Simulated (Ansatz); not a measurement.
`BOC(O)O`, relaxed with RKS PBE0-D4/def2-TZVP in Ansatz 0.2.0 from a PBE-D4/def2-SVP geometry. The force threshold is 0.005 eV/Å; the program also tests the step.

Total charge 0; spin multiplicity 1.

Start:

```xyz
10

B    -0.341    0.992    1.377
O     0.437    0.201    0.598
C    -0.071   -0.376   -0.636
O    -0.474   -1.668   -0.444
O     0.967   -0.351   -1.555
H     0.152    1.380    2.419
H    -1.465    1.300    1.014
H    -0.971    0.212   -0.940
H     0.345   -2.200   -0.360
H     1.421    0.509   -1.472
```

```tsv
step	energy (eV)	largest force (eV/Å)	largest move (Å)
1	-7931.2208	0.719	0.000
2	-7931.2594	0.271	0.024
3	-7931.2651	0.106	0.014
4	-7931.2660	0.084	0.015
5	-7931.2665	0.018	0.006
6	-7931.2666	0.007	0.002
7	-7931.2667	0.013	0.014
8	-7931.2667	0.003	0.004
```

End:

```xyz
10

B    -0.337    0.984    1.362
O     0.431    0.196    0.586
C    -0.075   -0.363   -0.621
O    -0.464   -1.655   -0.440
O     0.943   -0.326   -1.555
H     0.146    1.372    2.384
H    -1.446    1.281    1.009
H    -0.961    0.204   -0.927
H     0.335   -2.190   -0.353
H     1.428    0.498   -1.446
```

Hardware: 4 threads of an Intel Xeon 6975P-C on a shared host. Wall time 12 s, peak host memory 0.42 GiB.
